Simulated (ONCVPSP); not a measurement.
## Gd (Z = 64), ONCV: configuration errors across variants

- Element: Gd (Z = 64)
- Generator: ONCVPSP 4.0.1
- Type: optimised norm-conserving Vanderbilt (ONCV)
- Functional: PBE
- Relativity: scalar-relativistic
- Frozen core: [Kr] 4d10
- Valence charge: 18
- Reference configuration: 4f6.5 5s2 5p6 5d1.5 6s2
- Partial waves: 5s+6s: rc 2.25 bohr, ncon 5, nbas 9, qcut 5.1 1/bohr, 2 projectors; 5p: rc 1.90 bohr, ncon 3, nbas 7, qcut 9.1 1/bohr, 2 projectors, debl 1.8 Ha; 5d: rc 3.50 bohr, ncon 4, nbas 8, qcut 4.3 1/bohr, 2 projectors, debl 2.7 Ha; 4f: rc 1.05 bohr, ncon 4, nbas 8, qcut 19.6 1/bohr, 1 projector
- Local potential: polynomial inside 1.00 bohr (lpopt 5, dvloc0 0 Ha)
- Core correction: Teter function, fcfact 1.75, rcfact 1.7

All-electron excitation energies from the reference (eV): (1) 4f7 5s2 5p6 5d1 6s2 -3.764; (2) 4f7 5s2 5p6 5d1 6s1 2.882; (3) 4f7 5s2 5p6 5d1 6s0 14.982; (4) 4f6 5s2 5p6 5d1 6s2 12.466.

1 further variants failed, have other tests or too few solved ones, and are left out.

A true bound ghost makes a file unfit for plane-wave use even where its test errors are small: the radial tests pick states by their node count and pass the ghost by.

Errors AE − PS in meV (a dash: test not solved or not reliable):

| change | (1) | (2) | (3) | (4) | bound ghosts | GHOST(+) flags above zero |
| --- | --- | --- | --- | --- | --- | --- |
| base | -108 | -87 | -64 | +15 | s | p, d |
| core correction Teter function, fcfact 2, rcfact 1.6 | -108 | -87 | -63 | +15 | s | p, d |
| local potential polynomial inside 1.00 bohr (lpopt 5, dvloc0 7 Ha) | -90 | -69 | -47 | +43 | s | p |
| core correction Teter function, fcfact 1.9, rcfact 1.7 | -108 | -87 | -64 | +15 | s | p, d |

(1) Give the same row for: s: qcut 6.5.

Answers

(1) -112, -98, -85, +2.1; bound ghosts: s; GHOST(+) flags above zero: p, d.
